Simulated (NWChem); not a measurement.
# ethylene glycol (C$_{2}$H$_{6}$O$_{2}$); SMILES C(O)CO

```xyz
10

O     -0.5831    -1.3076    -0.1812
C      0.5992    -0.6760     0.2547
C      0.5553     0.7329    -0.2941
O     -0.5948     1.3990     0.1348
H     -0.7096    -2.1191     0.3178
H      0.6451    -0.6296     1.3599
H      1.5076    -1.1991    -0.1046
H      1.4342     1.2977     0.0561
H      0.6160     0.6830    -1.4015
H     -1.3174     0.7746    -0.0138
```
Atoms are numbered in this order, from 1.

The geometry was optimised at PBE0/def2-SVP.

Q: Give the principal values of the shielding tensors (ppm) of O1, C2, C3, O4 from B3LYP/6-311G** (spherical d), GIAO (NWChem), with their diamagnetic and paramagnetic parts as GIAO splits them.

A: 
| atom | σ11 | σ22 | σ33 | isotropic | diamagnetic | paramagnetic |
|---|---|---|---|---|---|---|
| O1 | 259.0 | 305.7 | 375.4 | 313.4 | 385.4 | -72.0 |
| C2 | 95.7 | 106.8 | 142.8 | 115.1 | 246.8 | -131.7 |
| C3 | 99.4 | 105.1 | 149.7 | 118.1 | 245.0 | -126.9 |
| O4 | 276.3 | 321.4 | 332.8 | 310.2 | 386.0 | -75.8 |
